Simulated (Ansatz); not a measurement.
CHF₂ (SMILES F[CH]F), doublet, at a GFN2-xTB geometry; CAM-B3LYP/cc-pVDZ in Ansatz (a quantum-chemistry and plane-wave program).

Ansatz was given this input:
Ansatz 0.2 input:
```yaml
crystal:
  periodic: [false, false, false]
  atoms:
    - {symbol: C, position_ang: [0.06401414, -0.00053804, 0.50038755]}
    - {symbol: F, position_ang: [-0.08071573, 1.09566547, -0.23113025]}
    - {symbol: F, position_ang: [-0.06029074, -1.09592016, -0.23609971]}
    - {symbol: H, position_ang: [0.88497342, 0.00552047, 1.20274435]}
basis:
  gaussian:
    orbitals: cc-pVDZ
    final_grid: {core_spheres: 6, valence_spheres: 12, degree: 29}
hamiltonian:
  xc: cam_b3lyp
magnetization: {spin_polarized: true, initial_magnetization: 1}
```

What the program printed (banner, timings and long lists left out):

```
Functional definition: CAM-B3LYP
431 factors; integrals over basis functions are off by at most 1.1e-3 eV
127 factors; integrals over basis functions are off by at most 7.6e-6 eV
mean field evaluation 1: about -6482.2999 eV, gradient 1.7e1 eV
mean field evaluation 2: about -6482.2799 eV, gradient 1.8e1 eV
mean field evaluation 4: about -6483.1802 eV, gradient 3.6e-1 eV
mean field evaluation 8: about -6483.2813 eV, gradient 3.2e-2 eV
mean field evaluation 16: about -6483.2814 eV, gradient 3.6e-5 eV
mean field -6483.28136092 eV, -238.2561954878 hartree, gradient 3.3e-5 eV, S^2 0.752152; 0 other end points of the search recorded, 0 dependent functions left out
reference -6483.28142343 eV, -238.2561977849 hartree; 13, 12 occupied and 34, 35 virtual orbitals, 431 factors
Total energy: -6483.28142343 eV, -238.2561977849 hartree
```
